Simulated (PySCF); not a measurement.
Removing an electron from `C=C1CCC[C@H](C(=O)O)C1`

Compound: C8H12O2.
Cartesian coordinates in Å at the PBE0-D3(BJ)/def2-SVP level; atoms count from 1:
```xyz
22
C8H12O2 angstrom
C      2.568   -1.054   -0.769
C      1.547   -0.418   -0.186
C      1.574    1.051    0.134
C      0.362    1.767   -0.462
C     -0.943    1.101   -0.045
C     -0.945   -0.391   -0.414
C     -2.235   -1.028    0.036
O     -2.369   -1.736    1.000
O     -3.264   -0.689   -0.755
C      0.265   -1.109    0.184
H      2.516   -2.123   -0.998
H      3.491   -0.529   -1.030
H      2.512    1.506   -0.219
H      1.551    1.174    1.233
H      0.441    1.755   -1.563
H      0.358    2.826   -0.158
H     -1.074    1.193    1.049
H     -1.804    1.600   -0.513
H     -0.911   -0.462   -1.515
H     -4.052   -1.107   -0.374
H      0.144   -1.115    1.282
H      0.281   -2.162   -0.133
```

Level: B3LYP/def2-SVPD (PySCF). Frontier orbitals with their largest atomic shares (Löwdin; up to four atoms above 4 %):

```tsv
orbital	ε (eV)	main atoms
HOMO−3	-9.11	O8 20 %, O9 17 %, C5 9 %, C3 8 %
HOMO−2	-8.81	C3 13 %, C2 13 %, C10 10 %, C4 10 %
HOMO−1	-7.90	O8 59 %, C6 9 %, O9 9 %, C7 8 %
HOMO	-6.96	?
LUMO	-0.34	C7 28 %, O8 22 %, O9 10 %, C1 9 %
LUMO+1	-0.05	C7 15 %, O9 12 %, C2 11 %, C1 10 %
LUMO+2	0.24	O9 25 %, H20 13 %, C7 10 %, O8 10 %
```

Question: What vertical ionisation energy does ΔSCF give, and how far is −ε(HOMO) from it?

Answer: ΔSCF: 9.02 eV (870 kJ/mol; threshold wavelength 137 nm); ⟨S²⟩ of the doublet left behind is 0.755, against 0.75 for a pure doublet. −ε(HOMO) is 6.96 eV, 2.06 eV below it. For the exact functional −ε(HOMO) would equal the first vertical ionisation energy; B3LYP (global hybrid, 20 % exact exchange) falls short of its own ΔSCF value by 23 %.

Question: On which atoms does the HOMO lie?

Answer: C1 (terminal =CH2 carbon) 37 %, C2 (fully substituted alkene carbon) 31 %, C3 (allylic carbon) 6 %, C10 (allylic carbon) 5 %, so no atom holds as much as 40 %. The HOMO−1 lies 0.94 eV lower.

Question: How many of the 10 lowest singlet excitations (vertical TDDFT, same level) lie below the ionisation energy?

Answer: All 10; they run from 5.74 to 7.55 eV.

Question: With α = 101.4 au, estimate the like-pair dispersion coefficient by London's formula C6 = (3/4)α²I.

Answer: I = 0.3315 Eh, so C6 ≈ 2560 au, a rough estimate.

Question: Shift the occupied levels rigidly so that −ε(HOMO) equals the ΔSCF value. What binding energies result?

Answer: The shift is +2.06 eV: HOMO 9.02, HOMO−1 9.96, HOMO−2 10.87, HOMO−3 11.17 eV. A rigid shift is only a rough guide to the deeper ionisations.

The structure is a single PBE0-D3(BJ)/def2-SVP conformer in the gas phase; no vibrational or solvent corrections.
